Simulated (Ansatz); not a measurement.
A nudged elastic band was laid between two geometries of CH₅FS₂Si (10 atoms, charge 0, multiplicity 1).

Level of theory: RKS PBE/def2-SVP (Ansatz 0.2.0).

```yaml
movable_images: 1
climbing_image: yes
spring: 5.0 eV/Å²
optimiser: quadratic models (default)
start_path: through a guess of the saddle point
force_threshold: 0.05 eV/Å
iteration_limit: 60
end_points: relaxed
```

First end point:

```xyz
10
Properties=species:S:1:pos:R:3
C -1.298 -0.060 1.252
S 0.158 1.067 1.202
Si 1.239 0.329 -0.475
F 1.849 -1.184 -0.271
S -0.071 0.210 -2.183
H -2.058 0.440 1.880
H -1.707 -0.222 0.236
H -1.023 -1.029 1.709
H 2.401 1.257 -0.636
H 0.592 -0.858 -2.711
```

Last end point:

```xyz
10
Properties=species:S:1:pos:R:3
C -0.926 0.087 1.003
S 0.645 0.990 1.219
Si 2.037 -0.266 -0.842
F 1.407 -1.698 -0.238
S 0.476 0.101 -2.409
H -1.721 0.530 1.631
H -1.211 0.090 -0.067
H -0.720 -0.952 1.322
H 0.325 2.089 0.475
H -0.228 -1.023 -2.091
```

(1) Which bonds break or form, and what moves?

(2) What energy profile does the band end with?

(3) What is the geometry of the highest image?

The band took 33 iterations and of the order of 2.3 core-minutes.

## Answers

(1) Bonds broken: Si3–H9. Bonds formed: S2–H9. CH5FS2Si becomes CH4S + FHSSi.

(2) The forces met the threshold. The highest image is number 1 of 0 to 2, 2.28 eV above the first end and 0.78 eV above the last; the last end lies 1.50 eV above the first. Neighbouring images differ by up to 2.3 eV, so the band resolves the path poorly. The order of the stationary point at the top wasn't checked. So few images can step over the top or miss a turn of the path. The orbitals stay closed-shell, which can raise the energy where a bond breaks towards radicals; this wasn't checked here.

| image | path coordinate (Å) | energy (eV) | Si3–H9 (Å) | S2–H9 (Å) |
| --- | --- | --- | --- | --- |
| 0 | 0.00 | 0.00 | 1.50 | 2.91 |
| 1 | 3.20 | 2.28 | 1.63 | 1.74 |
| 2 | 6.40 | 1.50 | 3.20 | 1.36 |

(3) 
```xyz
10
Properties=species:S:1:pos:R:3
C -1.222 0.185 1.102
S 0.547 -0.209 1.332
Si 1.408 0.481 -0.890
F 2.725 -0.508 -0.873
S -0.011 -0.326 -2.320
H -1.562 0.877 1.895
H -1.412 0.623 0.101
H -1.792 -0.761 1.173
H 1.120 1.221 0.530
H 0.282 -1.634 -2.046
```

The run took 71 s on 2 threads of Arm Neoverse V1, with other jobs on the host, peak memory 0.15 GiB.
